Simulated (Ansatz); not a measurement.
Gas-phase electronic energies from Ansatz, PBE0-D4/def2-TZVP geometries. CBS: MP2 limit from def2 TZ/QZ plus the TZ coupled-cluster correction, frozen cores. DFT in def2-TZVPP. One conformer a species, not always the lowest.

`CO[SiH](O)O[SiH3]` + `OC([SiH3])S` → `[SiH3]OC([SiH3])S` + `CO[SiH](O)O`  (ligand exchange at the Si–O bond)

```json
{"level": "PBE0-D4", "ΔE (eV)": "0.01"}
{"level": "ωB97X-V", "ΔE (eV)": "0.03"}
{"level": "B2PLYP", "ΔE (eV)": "0.03"}
{"level": "CCSD/def2-TZVPP", "ΔE (eV)": "0.04"}
{"level": "CCSD(T)/def2-TZVPP", "ΔE (eV)": "0.02"}
{"level": "HF/def2-QZVPP", "ΔE (eV)": "0.15"}
{"level": "SCS-MP2/def2-QZVPP", "ΔE (eV)": "0.04"}
{"level": "CCSD/CBS(def2)", "ΔE (eV)": "0.05"}
```

Question: What does CCSD(T)/CBS give? (Best estimate.)

Answer: The calculation gave: +0.03 eV. The listed levels differ from it by -0.02, 0.00, 0.00, 0.01, -0.01, 0.12, 0.01, 0.02 eV.

Largest T1 diagnostic among the species: 0.012.

The D4 term adds −0.04 eV with B3LYP and −0.02 eV with PBE0; it sums over pairs of atoms, weighted by their polarisabilities, and B3LYP, whose exchange is more repulsive, gets the larger term. In def2-TZVPP, CCSD(T) changes the Hartree–Fock value by −0.12 eV (the triples alone add −0.03 eV) and MP2 by −0.15 eV.

B3LYP here is the variant with VWN-RPA as its local correlation; programs differ in this.
